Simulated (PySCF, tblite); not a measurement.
Isomers of C4H8ClFSi2. Level: GFN2-xTB in tblite, geometry and Hessian alike; calculated harmonic values, unscaled, isolated species. This tight-binding method is rough: wavenumbers can miss measured ones by several per cent, in bad cases by 10 to 20. Modes of hydrogen on silicon can be 10 to 20 % off. One conformer each.

Electronic energies: PBE0/pcSseg-1 single points on the GFN2-xTB geometries (PySCF, gas phase).

| SMILES | electronic energy, lowest = 0 (kJ/mol) |
| --- | --- |
| F[SiH2][SiH2]C1=C(Cl)CC1 | 22.4 |
| CC#C[Si@@](F)([SiH3])CCl | 0.0 |
| F[C@@H](Cl)[C@H]1C=C[SiH2][SiH2]1 | 86.8 |

How do GFN2-xTB zero-point energies change the relative energies?

```csv
SMILES,ZPE (kJ/mol),of it from modes above 1550 cm⁻¹,electronic (kJ/mol),"with ZPE, lowest = 0 (kJ/mol)",lowest mode (cm⁻¹),rings
CC#C[Si@@](F)([SiH3])CCl,265.0,143.9,0.0,0.0,18,0
F[SiH2][SiH2]C1=C(Cl)CC1,268.2,135.0,22.4,25.6,20,1
F[C@@H](Cl)[C@H]1C=C[SiH2][SiH2]1,267.8,134.4,86.8,89.7,30,1
```

The zero-point energies span 3.2 kJ/mol, from `CC#C[Si@@](F)([SiH3])CCl` to `F[SiH2][SiH2]C1=C(Cl)CC1`. The order is unchanged.

And how do the electronic energies of GFN2-xTB itself compare?

`CC#C[Si@@](F)([SiH3])CCl` 93.5; `F[SiH2][SiH2]C1=C(Cl)CC1` 0.0; `F[C@@H](Cl)[C@H]1C=C[SiH2][SiH2]1` 168.0 kJ/mol, lowest = 0. Against the energies above, taken from the same isomer `CC#C[Si@@](F)([SiH3])CCl`, the largest difference is 115.9 kJ/mol.
